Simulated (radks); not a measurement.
Values are calculated unless marked as measured or tabulated.
Question: The mean radii <r> (bohr) of the occupied orbitals of an atom or ion are listed with their occupations. Level of theory: Dirac Kohn-Sham, BLYP, spin-unpolarised, spherical densities, finite nucleus; Fermi nuclear charge, rms radius of each element as measured or else 0.836 A^(1/3) + 0.57 fm (a radial shooting solver on a logarithmic mesh with Libxc functionals).

orbital  occ.      <r>
1s1/2       2  0.02409
2s1/2       2   0.1026
2p1/2       2  0.08604
2p3/2       4  0.09235
3s1/2       2   0.2720
3p1/2       2   0.2617
3p3/2       4   0.2741
3d3/2       4   0.2453
3d5/2       6   0.2491
4s1/2       2   0.6214
4p1/2       2   0.6388
4p3/2       4   0.6664
4d3/2       4   0.7175
4d5/2       6   0.7273
5s1/2       2    1.468
5p1/2       2    1.631
5p3/2       4    1.706
4f5/2       2    1.010

Name the element and its charge. Open shells, if any, fill j = l - 1/2 first.

Answer: Z = 59, praseodymium, charge +3: Pr3+ in [Xe] 4f2. The 1s radius gives Z: for a bare nucleus <r> = (2 gamma + 1)/(2Z) with gamma = sqrt(1 - (Z/c)^2), 0.02377 bohr for Z = 59, and screening makes it slightly larger (0.02409 here). The occupations add up to 56, and the charge is Z minus that.
